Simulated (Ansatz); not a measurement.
Total energies of Mg₂F₂⁺ (the lowest doublet isomer of a short search) from Ansatz at PBE0-D4/def2-TZVP, gas phase (1 Eh = 27.2114 eV = 2625.5 kJ/mol). The reference geometry is relaxed at r2SCAN-D4/def2-TZVP.

```xyz
4

Mg    1.169    0.220   -0.786
Mg   -1.169   -0.220    0.785
F     0.304   -1.199    0.117
F    -0.304    1.199   -0.117
```

```json
{"state": "charge 1 doublet", "geometry": "reference", "energy (Eh)": "-599.44452"}
{"state": "charge 0 triplet", "geometry": "reference", "energy (Eh)": "-599.68008"}
{"state": "charge 1 quartet", "geometry": "relaxed at r2SCAN-D4/def2-TZVP", "energy (Eh)": "-599.25561"}
```

(1) Work out the vertical electron affinity, to the triplet.

(2) Which of the charge 1 states is lowest, and how far above it are the others?

(1) E(charge 1 doublet) − E(charge 0 triplet) = -599.44452 − (-599.68008) = 0.23556 Eh = 6.41 eV.

(2) The doublet. quartet: -599.25561 − (-599.44452) = 0.18891 Eh = 496.0 kJ/mol. The quartet differs in its bonds from the reference.

The structure comes from a short search, and lower isomers may exist.
